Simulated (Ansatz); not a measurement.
System: sum formula SiClF₂, charge -1, multiplicity 1. It need not be the lowest isomer of its formula. Whether it binds its extra electron was not tested at this geometry. 
Structure (B3LYP-D3(BJ)/def2-TZVP (Ansatz, a quantum-chemistry and plane-wave program) minimum search):
```xyz
4

Si    -0.5709     0.0099     0.6058
F     -1.1217    -1.2091    -0.3888
F     -1.0438     1.2864    -0.3563
Cl     1.6167    -0.0491    -0.1044
```
Charge -1, spin multiplicity 1.

Basis-set convergence of Hartree-Fock and CCSD(T) correlation energies (hartree) with Ansatz. Valence correlation only, unless marked. No spin-orbit coupling. Non-relativistic. This anion needs diffuse functions, which these sets lack.

| basis | functions | E(HF) | E(corr, CCSD(T)) |
|---|---|---|---|
| cc-pV(D+d)Z | 74 | -947.51346 | -0.63396 |
| cc-pV(T+d)Z | 138 | ? | ? |

Complete the blanks.


- cc-pV(T+d)Z, E(HF): -947.62234
- cc-pV(T+d)Z, E(corr, CCSD(T)): -0.86040
